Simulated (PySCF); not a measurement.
CH6BClGeO (SMILES CO[B](Cl)[GeH3]), singlet, at a GFN2-xTB geometry; PySCF with DF-CAMB3LYP/pcseg-1.

Input for PySCF:
```python
from pyscf import gto, scf, dft

mol = gto.M(
    atom='''
B    -0.164065   -0.652135    0.071409
Cl    0.084245   -1.524405    1.541196
Ge    0.392578    1.305455    0.044409
H     1.414451    1.666129   -0.992337
H    -0.709827    2.279659   -0.246167
H     0.980388    1.785560    1.323500
O    -0.702727   -1.356287   -0.911420
C    -0.999302   -0.869324   -2.195939
H    -0.438545   -1.455046   -2.926566
H    -2.067848   -0.998708   -2.376813
H    -0.735337    0.189650   -2.293093
''',
    basis='pcseg-1',
    charge=0,
    spin=0,
    verbose=4,
    max_memory=1800,
)

mf = dft.RKS(mol)
mf.xc = 'camb3lyp'
mf = mf.density_fit(auxbasis='def2-universal-jkfit')
mf.kernel()
```

What the program printed (banner, timings and long lists left out):

```
PySCF version 2.14.0

[INPUT] verbose = 4
[INPUT] num. atoms = 11
[INPUT] num. electrons = 74
[INPUT] charge = 0
[INPUT] spin (= nelec alpha-beta = 2S) = 0
[INPUT] symmetry False subgroup None
[INPUT] Mole.unit = angstrom
[INPUT] Symbol           X                Y                Z      unit          X                Y                Z       unit  Magmom
[INPUT]  1 B     -0.164065000000  -0.652135000000   0.071409000000 AA   -0.310037916627  -1.232356546243   0.134943452829 Bohr   0.0
[INPUT]  2 Cl     0.084245000000  -1.524405000000   1.541196000000 AA    0.159199977364  -2.880707952918   2.912438344275 Bohr   0.0
[INPUT]  3 Ge     0.392578000000   1.305455000000   0.044409000000 AA    0.741864902530   2.466952417944   0.083920847466 Bohr   0.0
[INPUT]  4 H      1.414451000000   1.666129000000  -0.992337000000 AA    2.672925006617   3.148527498195  -1.875245153273 Bohr   0.0
[INPUT]  5 H     -0.709827000000   2.279659000000  -0.246167000000 AA   -1.341378625822   4.307931167400  -0.465188210906 Bohr   0.0
[INPUT]  6 H      0.980388000000   1.785560000000   1.323500000000 AA    1.852664815810   3.374219378978   2.501052525862 Bohr   0.0
[INPUT]  7 O     -0.702727000000  -1.356287000000  -0.911420000000 AA   -1.327961570337  -2.563010976308  -1.722334184451 Bohr   0.0
[INPUT]  8 C     -0.999302000000  -0.869324000000  -2.195939000000 AA   -1.888407095730  -1.642784273511  -4.149723296251 Bohr   0.0
[INPUT]  9 H     -0.438545000000  -1.455046000000  -2.926566000000 AA   -0.828729943297  -2.749638438644  -5.530408225464 Bohr   0.0
[INPUT] 10 H     -2.067848000000  -0.998708000000  -2.376813000000 AA   -3.907666387230  -1.887284598412  -4.491525619306 Bohr   0.0
[INPUT] 11 H     -0.735337000000   0.189650000000  -2.293093000000 AA   -1.389585539259   0.358386559524  -4.333317748157 Bohr   0.0

nuclear repulsion = 403.458704182057
number of shells = 27
number of NR pGTOs = 243
number of NR cGTOs = 117
basis = pcseg-1
ecp = {}

******** <class 'pyscf.df.df_jk.DFRKS'> ********
method = DFRKS
initial guess = minao
damping factor = 0
level_shift factor = 0
DIIS = <class 'pyscf.scf.diis.CDIIS'>
diis_start_cycle = 1
diis_space = 8
diis_damp = 0
SCF conv_tol = 1e-09
SCF conv_tol_grad = None
SCF max_cycles = 50
direct_scf = False
XC library pyscf.dft.libxc version 7.1.2
    S. Lehtola, C. Steigemann, M. J. T. Oliveira, and M. A. L. Marques,  SoftwareX 7, 1–5 (2018)
XC functionals = camb3lyp
    T. Yanai, D. P. Tew, and N. C. Handy,  Chem. Phys. Lett. 393, 51 (2004)
radial grids:
    Treutler-Ahlrichs [JCP 102, 346 (1995); DOI:10.1063/1.469408] (M4) radial grids

becke partition: Becke, JCP 88, 2547 (1988); DOI:10.1063/1.454033
pruning grids: <function nwchem_prune>
grids dens level: 3
symmetrized grids: False
atomic radii adjust function: <function treutler_atomic_radii_adjust>
small_rho_cutoff = 0
Set gradient conv threshold to 3.16228e-05
Initial guess from minao.
tot grids = 140616
******** <class 'pyscf.df.df.DF'> ********
auxbasis = def2-universal-jkfit
Create RSH-DF object <pyscf.df.df.DF object> for omega=0.33
******** <class 'pyscf.df.df.DF'> ********
auxbasis = auxmol.basis = def2-universal-jkfit
init E= -2678.77925467561
  HOMO = -0.325004949146071  LUMO = -0.049825104431215  gap/eV = 7.48802
cycle= 1 E= -2678.78511134582  delta_E= -0.00586  |g|= 0.553  |ddm|=  3.2
  HOMO = -0.323491691206141  LUMO = 0.000927533966514016  gap/eV = 8.82790
cycle= 2 E= -2678.75428219046  delta_E= 0.0308  |g|= 0.728  |ddm|= 0.967
  HOMO = -0.349212068293218  LUMO = 0.00420412172267026  gap/eV = 9.61694
cycle= 3 E= -2678.85068274979  delta_E= -0.0964  |g|= 0.0648  |ddm|= 0.541
  HOMO = -0.350344470885316  LUMO = 0.0100992457312512  gap/eV = 9.80817
cycle= 4 E= -2678.85155335416  delta_E= -0.000871  |g|= 0.0259  |ddm|= 0.0991
  HOMO = -0.35178624036595  LUMO = 0.00766437392765651  gap/eV = 9.78115
cycle= 5 E= -2678.85174333914  delta_E= -0.00019  |g|= 0.00416  |ddm|= 0.0365
  HOMO = -0.351530997189075  LUMO = 0.00829760411434899  gap/eV = 9.79143
cycle= 6 E= -2678.85174842252  delta_E= -5.08e-06  |g|= 0.00103  |ddm|= 0.00625
  HOMO = -0.351632971807349  LUMO = 0.0081485670936261  gap/eV = 9.79015
cycle= 7 E= -2678.85174876397  delta_E= -3.41e-07  |g|= 0.000286  |ddm|= 0.00174
  HOMO = -0.351604367290962  LUMO = 0.00817982615054547  gap/eV = 9.79023
cycle= 8 E= -2678.85174879059  delta_E= -2.66e-08  |g|= 8.55e-05  |ddm|= 0.000493
  HOMO = -0.351609627325439  LUMO = 0.00817736439196626  gap/eV = 9.79030
cycle= 9 E= -2678.85174879264  delta_E= -2.05e-09  |g|= 1.75e-05  |ddm|= 0.000113
  HOMO = -0.351611072459883  LUMO = 0.00817726403123764  gap/eV = 9.79034
cycle= 10 E= -2678.85174879275  delta_E= -1.11e-10  |g|= 4.1e-06  |ddm|= 3.45e-05
  HOMO = -0.351609999750153  LUMO = 0.00817791920065059  gap/eV = 9.79033
Extra cycle  E= -2678.85174879274  delta_E= 5.91e-12  |g|= 3.22e-06  |ddm|= 9.24e-06
converged SCF energy = -2678.85174879274
```
